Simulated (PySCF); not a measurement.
This PySCF input asks for the NMR shieldings of `CC#[C][AlH][C]#CCB(C)C`, C₈H₁₂AlB; the geometry comes from GFN2-xTB.

```python
import basis_set_exchange as bse
import numpy as np
from pyscf import gto, dft
from pyscf.prop import nmr

atoms = """
C     6.345939   -0.740706    0.628280
C     4.940328   -1.009298    0.407146
C     3.760300   -1.235057    0.215545
Al    1.874535   -1.598534   -0.076107
C     0.444635   -0.319626   -0.311105
C    -0.475390    0.472180   -0.413046
C    -1.583686    1.397171   -0.508069
B    -3.025497    0.766095   -0.262952
C    -4.193890    1.723379    0.185767
C    -3.273476   -0.768748   -0.492248
H     6.763385   -0.208928   -0.227569
H     6.888678   -1.677068    0.761338
H     6.475036   -0.128573    1.521566
H     1.485249   -3.096411   -0.108171
H    -1.395663    2.236907    0.169113
H    -1.588230    1.822148   -1.520081
H    -4.273398    1.675052    1.273265
H    -4.036088    2.770194   -0.066724
H    -5.165471    1.422283   -0.200416
H    -3.309269   -0.966624   -1.564759
H    -2.460227   -1.383266   -0.109463
H    -4.208211   -1.133184   -0.072883
"""
names = dict.fromkeys(["C", "Al", "B", "H"], "pcSseg-1")
basis = {el: gto.basis.parse(bse.get_basis(n, elements=[el], fmt="nwchem")) for el, n in names.items()}
mol = gto.M(atom=atoms, basis=basis, charge=0, verbose=0)
mf = dft.RKS(mol, xc="PBE0")
mf.grids.level = 2
mf.grids.alignment = dft.numint.BLKSIZE   # the property module wants whole blocks of grid points
mf.conv_tol = 1e-9
mf.kernel()

calc = nmr.RKS(mf)   # GIAO
C = mf.mo_coeff
Co = C[:, mf.mo_occ > 0]
resp = mf.gen_response(singlet=True, hermi=2)
def vind(x):   # induced exchange potential for any number of trial vectors
    d = np.einsum("pi,xij,qj->xpq", C, 2 * x.reshape(-1, C.shape[1], Co.shape[1]), Co, optimize=True)
    return np.einsum("xpq,pi,qj->xij", resp(d - d.transpose(0, 2, 1)), C, Co, optimize=True).ravel()
mo1, _ = nmr.rhf.solve_mo1(calc, with_cphf=vind)
sigma = calc.kernel(mo1)
for i, s in enumerate(sigma):   # ppm
    w = np.linalg.eigvalsh((s + s.T) / 2)
    print("%2d %-2s iso %8.1f  s11 %8.1f  s22 %8.1f  s33 %8.1f" % (i, mol.atom_pure_symbol(i), w.mean(), *w))
```

Task: What does it print?

Result: 
```
 0 C  iso    180.3  s11    171.6  s22    172.1  s33    197.2
 1 C  iso     70.0  s11    -30.7  s22    -25.0  s33    265.7
 2 C  iso     91.4  s11      1.4  s22      8.8  s33    264.0
 3 Al iso    380.4  s11    335.9  s22    389.0  s33    416.2
 4 C  iso     92.9  s11      4.6  s22     16.2  s33    257.8
 5 C  iso     64.4  s11    -40.5  s22    -30.8  s33    264.5
 6 C  iso    162.8  s11    148.6  s22    158.0  s33    182.0
 7 B  iso     11.1  s11    -55.4  s22    -30.3  s33    119.1
 8 C  iso    170.7  s11    151.7  s22    172.7  s33    187.8
 9 C  iso    172.5  s11    151.7  s22    180.4  s33    185.4
10 H  iso     29.6  s11     24.7  s22     28.0  s33     36.1
11 H  iso     29.6  s11     24.6  s22     27.9  s33     36.3
12 H  iso     29.6  s11     24.7  s22     28.0  s33     36.1
13 H  iso     27.2  s11     23.3  s22     26.3  s33     31.8
14 H  iso     29.0  s11     23.4  s22     29.6  s33     34.0
15 H  iso     29.6  s11     24.5  s22     29.4  s33     34.9
16 H  iso     31.0  s11     27.7  s22     28.9  s33     36.4
17 H  iso     30.8  s11     26.8  s22     30.2  s33     35.5
18 H  iso     30.5  s11     26.5  s22     29.5  s33     35.6
19 H  iso     31.0  s11     26.7  s22     29.8  s33     36.6
20 H  iso     29.8  s11     24.5  s22     29.8  s33     35.1
21 H  iso     30.6  s11     26.9  s22     29.5  s33     35.6
```

These numbers come from an equivalent density-fitted implementation of the same equations, which agrees with the script to about 0.01 ppm for H and up to a few tenths of a ppm for heavy atoms, so last digits may differ.

Size and cost of the density-fitted run: 237 basis functions, 51 s wall time on 1 thread of an Arm Neoverse V1, shared host; peak memory 1.1 GiB.
